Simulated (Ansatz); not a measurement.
Basis-set extrapolation for `[OH][Al]([SH])[O][SiH3]` (PBE0-D4/def2-TZVP geometry, frozen core, the Gaussian-basis code of Ansatz). Multiplicity 1, RHF reference.

|  | def2-TZVPP | def2-QZVPP |
| --- | --- | --- |
| HF | -1081.347561 | -1081.383379 |
| MP2 correlation | -0.848594 | -0.919167 |
| CCSD(T) correlation | -0.924259 | not run |

Energies in hartree. Use E(X) = E(∞) + A·exp(−7.88·√X) for Hartree–Fock and E(X) = E(∞) + B·X^(−2.97) for correlation, with X = 3 and 4, and add CCSD(T) minus MP2 of the smaller set to the MP2 limit.

Problem. What is the CCSD(T) energy at the basis-set limit?

Solution. HF limit: -1081.383379 + (-0.035818) × 0.13774 = -1081.38831. MP2 limit: -0.919167 + (-0.070573) × 0.74074 = -0.97144. Higher-order term: -0.924259 − (-0.848594) = -0.07567. Total: -1082.43542 hartree, 102.7 kcal/mol below CCSD(T)/def2-TZVPP.
